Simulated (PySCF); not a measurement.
Relaxation of singlet BrF3

These are results of PBE0 in PySCF with Br def2-TZVP, F def2-TZVP; no relativity; density-fitted integrals, not measurements. A (50,194) grid was used.

A hand-made T-shaped start, of C2v symmetry, held to at least that symmetry:

```xyz
4
charge 0 multiplicity 1, angstrom
Br    0.0000    0.0000   -0.2662
F     0.0000    0.0000    1.5138
F     1.7789    0.0000   -0.2041
F    -1.7789    0.0000   -0.2041
```

Optimiser trace:
```csv
step,E − E(last) (kJ/mol),largest gradient (Eh/bohr)
0,7.65,0.02634
1,0.12,0.00266
2,0.01,0.00076
3,0.00,0.00013
```

It ends at C2v with Br–F 1.722 Å, Br–F 1.809 Å (×2); F–Br–F 85.8° (×2), F–Br–F 171.6° (after a last refinement on a finer grid). A frequency run shows a minimum. Other isomers or separated fragments may lie lower.

The relaxation took roughly 24 core-seconds on a shared host.
